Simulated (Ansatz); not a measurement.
The cluster Ca₄Se₄. The state is a singlet with charge 0. Geometry PBE0-D4/def2-SVP.

| atom | x (Å) | y (Å) | z (Å) |
| --- | --- | --- | --- |
| Ca1 | 1.0617 | 1.1082 | 1.6006 |
| Ca2 | -2.1233 | 0.6369 | -0.0565 |
| Ca3 | 0.9534 | 0.4313 | -1.9551 |
| Ca4 | 0.1082 | -2.1764 | 0.4110 |
| Se5 | -0.1261 | 2.5370 | -0.4792 |
| Se6 | 2.4751 | -0.7424 | 0.0660 |
| Se7 | -1.2377 | -1.2918 | -1.8658 |
| Se8 | -1.1114 | -0.5028 | 2.2790 |

The structure comes from a short search, and lower isomers may exist.

Estimate the orbital energies around the gap (eV) in Ansatz with HF/STO-3G, PBE-D4/def2-SVP, PBE-D4/def2-TZVPD, r2SCAN-D4/def2-SVP, PBE0-D4/def2-SVP.


| orbital | HF/STO-3G | PBE-D4/def2-SVP | PBE-D4/def2-TZVPD | r2SCAN-D4/def2-SVP | PBE0-D4/def2-SVP |
| --- | --- | --- | --- | --- | --- |
| HOMO−9 | -7.23 | -5.66 | -5.74 | -5.85 | -6.73 |
| HOMO−8 | -7.23 | -5.66 | -5.74 | -5.85 | -6.73 |
| HOMO−7 | -6.56 | -5.24 | -5.33 | -5.47 | -6.32 |
| HOMO−6 | -6.56 | -5.24 | -5.33 | -5.47 | -6.32 |
| HOMO−5 | -5.15 | -4.84 | -4.93 | -5.05 | -5.83 |
| HOMO−4 | -5.15 | -4.84 | -4.93 | -5.05 | -5.83 |
| HOMO−3 | -5.15 | -4.84 | -4.93 | -5.05 | -5.83 |
| HOMO−2 | -4.99 | -4.82 | -4.93 | -5.03 | -5.80 |
| HOMO−1 | -4.99 | -4.82 | -4.93 | -5.03 | -5.80 |
| HOMO | -4.99 | -4.82 | -4.93 | -5.03 | -5.80 |
| LUMO | 2.89 | -1.83 | -1.90 | -1.31 | -1.31 |
| LUMO+1 | 4.40 | -1.32 | -1.38 | -0.85 | -0.77 |
| LUMO+2 | 4.40 | -1.32 | -1.38 | -0.77 | -0.77 |
| LUMO+3 | 4.40 | -1.32 | -1.38 | -0.77 | -0.77 |
| LUMO+4 | 8.64 | -1.15 | -1.28 | -0.77 | -0.27 |
| LUMO+5 | 8.64 | -0.79 | -0.91 | -0.46 | 0.13 |
